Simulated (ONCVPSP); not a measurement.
iodine: ONCV pseudisation with PBEsol, scalar-relativistic reference atom.

| Item | Value |
| --- | --- |
| Element | iodine |
| Generator | ONCVPSP 4.0.1 |
| Type | optimised norm-conserving Vanderbilt (ONCV) |
| Functional | PBEsol |
| Relativity | scalar-relativistic |
| Frozen core | [Kr] |
| Valence charge | 17 |
| Reference configuration | 4d10 5s2 5p4 (charge +1) |
| Partial waves | 5s: rc 1.60 bohr, ncon 4, nbas 9, qcut 3.4 1/bohr, 3 projectors, debl 1.2 Ha; 5p: rc 2.00 bohr, ncon 4, nbas 7, qcut 4 1/bohr, 3 projectors, debl 1.3 Ha; 4d: rc 1.15 bohr, ncon 3, nbas 8, qcut 13.8 1/bohr, 2 projectors, debl 3.8 Ha |
| Local potential | polynomial inside 0.90 bohr (lpopt 5, dvloc0 4 Ha) |
| Core correction | Teter function fitted to the true core (icmod 2), fcfact 0.5 |

Poles of the logarithmic derivatives, all-electron (AE) and pseudo (PS). s: poles at 3.0 (AE) and 3.0 (PS) Ha. p: poles at 1.4 (AE) and 1.4 (PS) Ha. d: poles at -0.1 (AE) and -0.1 (PS) Ha. Test radii: s 1.62, p 2.03, d 1.17 bohr.

- Cutoffs needed: 58 Ha and 74 Ha (the cutoffs (Ha) at which the residual kinetic energy of the hardest occupied pseudo-wave falls to 1 and 0.1 mHa per electron)
- Ghost test: ghosts flagged at negative energy: s at -236.2 eV, s at -170.0 eV; GHOST(+) flagged for p at 32.8 eV, s at 468.0 eV; a true bound ghost makes a file unfit for plane-wave use
- Largest excitation error: -11 meV (all-electron minus pseudo) for 4d10 5s2 5p2, out of 4 test configurations
- rms error of d²Exc/dni dnj: 5.47 mHa without and 0.77 mHa with the model core
